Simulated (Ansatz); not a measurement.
Sr6S5, relaxed as a singlet with RKS PBE-D4/def2-SVP in Ansatz, starting from packed atoms. Force threshold 0.03 eV/Å.

In the def2 sets Sr takes a core potential; there is no spin–orbit coupling. The restricted singlet is unstable towards broken spin symmetry in Hartree–Fock (as tested in another run); at PBE-D4/def2-SVP this wasn't settled. At PBE0-D4/def2-TZVP a triplet of charge 0 lies 0.22 eV below the restricted singlet, each at its own geometry. The structure comes from a short search, and lower isomers may exist.

Start:

```xyz
11

Sr    2.562    1.573   -3.240
Sr   -1.444   -0.654   -2.533
Sr   -2.467    0.952    2.919
Sr    1.081   -2.721    0.705
Sr   -1.154    3.650   -0.550
Sr    2.564    1.476    1.504
S    -2.447   -2.092    2.429
S     2.467   -0.611   -0.983
S    -1.691   -2.736   -0.690
S    -0.118   -0.087    1.313
S     0.647    1.252   -0.874
```

Problem. Estimate the energy that the relaxation releases and the steps that it takes.

Solution. 11.82 eV, in 32 steps; 10 min on 4 threads of Intel Xeon on a shared host. No frequencies were taken in this run, so the end may be a saddle point.

Problem. Does the start keep its bonding?

Solution. Bonds lost: Sr4–S10 (atoms count from 1). Bonds formed: Sr2–S8, Sr2–S10, Sr3–S9, Sr4–S7, Sr5–S10, Sr6–S7 (atoms count from 1). Metal–metal contacts that move far: Sr2–Sr6 6.07 to 3.63 Å, Sr2–Sr3 5.78 to 4.04 Å, Sr3–Sr4 5.57 to 3.84 Å, Sr3–Sr6 5.25 to 4.04 Å, Sr5–Sr6 4.77 to 4.13 Å, Sr2–Sr5 4.75 to 4.13 Å.

Problem. Predict the relaxed structure.

Solution. 
```xyz
11

Sr    3.164    0.520   -2.424
Sr   -0.849    0.030   -1.666
Sr   -2.458   -0.811    1.941
Sr    0.211   -3.184    0.538
Sr   -0.669    3.947   -0.377
Sr    1.240    0.660    1.241
S     0.118   -1.505    2.769
S     1.705   -1.325   -0.935
S    -2.205   -2.206   -0.466
S    -1.560    1.577    0.780
S     1.303    2.297   -1.402
```
Bond lengths (bridged metal pairs left out): 18 × S–Sr 2.77 to 3.14 Å.
